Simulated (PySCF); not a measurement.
These are M06-2X/def2-TZVP (PySCF) values and carry that method's errors. Isolated molecules, 0 K electronic values unless said otherwise. One relaxed conformer stands for a flexible species; it need not be the lowest. 

Reference species (SMILES): `[F][In][F]` (neutral, multiplicity 2).

```yaml
highest_occupied_spin_orbital: -9.00 eV
```

Changed species: `[OH][In][F]` (H–O–In–F torsion 180°) (radical fragment; the reference has radical fragment).

### Question
Give the shifts of the highest occupied spin orbital.

### Answer
the highest occupied spin orbital increases by 0.70 eV, to -8.30 eV.
